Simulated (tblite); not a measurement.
Species: C₅H₇NOS (charge -1 and doublet state).
Structure used (GFN2-xTB), in Å, numbered top down from 1:
```xyz
15
C5H7NOS angstrom
C      2.5991   -0.0959   -0.5542
O      1.3092    0.4231   -0.5907
C      0.6058    0.3676    0.6403
S      1.1337   -0.5777    1.9351
C     -0.8201    0.7075    0.4598
C     -1.6426   -0.5088   -0.1292
C     -3.0113   -0.1812   -0.3375
N     -4.1017    0.1826   -0.4797
H      2.5940   -1.1502   -0.2491
H      3.0093   -0.0008   -1.5626
H      3.2320    0.4531    0.1559
H     -0.9221    1.5477   -0.2341
H     -1.2588    0.9742    1.4229
H     -1.1788   -0.7955   -1.0771
H     -1.5522   -1.3377    0.5782
```

Computed geometry: GFN2-xTB, gas phase. This method treats the open shell by occupation alone, without spin polarisation.

Masses are those of the commonest isotopes; rigid-rotor values at the optimised geometry. The values belong to one conformer with, in the numbering `[CH3:1][O:2][C:3]([S-:4])[CH2:5][CH2:6][C:7]#[N:8]`, C1–O2–C3–S4 -14°, O2–C3–C5–C6 79°, C3–C5–C6–C7 -179°.

Question: What are A, B and C (MHz)?

Answer: Ia = 146.72, Ib = 608.65, Ic = 706.18 u·Å²; 505379 MHz·u·Å²/I gives A = 3444, B = 830.3, C = 715.7 MHz.

Question: Classify the top.

Answer: A near-prolate asymmetric top. Ray's parameter κ = (2B − A − C)/(A − C) = -0.916; −1 is the prolate and +1 the oblate limit.

Question: What does the inertial defect say?

Answer: Not planar: Δ = Ic − Ia − Ib = -49.19 u·Å². For a rigid frame Δ = −2 Σ m c², so Σ m c² = 24.60 u·Å² lies off the ab plane: 8.20 from hydrogen and 16.39 from heavier atoms. The atom farthest from that plane is 1.39 Å away.

Question: Give the other two planar moments, Paa and Pbb, and the rms extents of the mass along the axes.

Answer: Paa = Σ m a² = (Ib + Ic − Ia)/2 = 584.05 and Pbb = Σ m b² = (Ia + Ic − Ib)/2 = 122.13 u·Å². With the mass M = 129.02 u, the rms extents √(P/M) along a, b and c are 2.13, 0.97, 0.44 Å.

Question: List the rotational levels J(Ka,Kc) to J = 4 (MHz).

Answer: Above 0(0,0):
J = 1: 1(0,1) 1546, 1(1,1) 4160, 1(1,0) 4275
J = 2: 2(0,2) 4634, 2(1,2) 7137, 2(1,1) 7481, 2(2,1) 15324, 2(2,0) 15327
J = 3: 3(0,3) 9257, 3(1,3) 11601, 3(1,2) 12289, 3(2,2) 19962, 3(2,1) 19980, 3(3,1) 33321, 3(3,0) 33321
J = 4: 4(0,4) 15405, 4(1,4) 17548, 4(1,3) 18695, 4(2,3) 26143, 4(2,2) 26198, 4(3,2) 39512, 4(3,1) 39513, 4(4,1) 58205, 4(4,0) 58205

Question: Estimate the classical rotational partition function at 10 K, 25 K and 500 K.

Answer: Point group C1, symmetry number σ = 1; q = (√π/σ)·√((kT/h)³/(ABC)), k/h = 20836.6 MHz/K: 3730 at 10 K, 14700 at 25 K, 1320000 at 500 K.

For this open shell read J as N, the rotation without spin; fine and hyperfine splittings come on top. Its GFN2-xTB frequencies are all real (lowest 52 cm⁻¹). Whether the extra electron is bound in the gas phase wasn't checked; a finite basis holds it in any case. Constants of a rigid frame at the computed geometry: no zero-point averaging, no centrifugal distortion.

Time: 1.4 s. Hardware: AMD EPYC 7B13, one thread, no GPU, shared host with 128 logical CPUs at a one-minute load of 15. These figures are those of the optimisation.
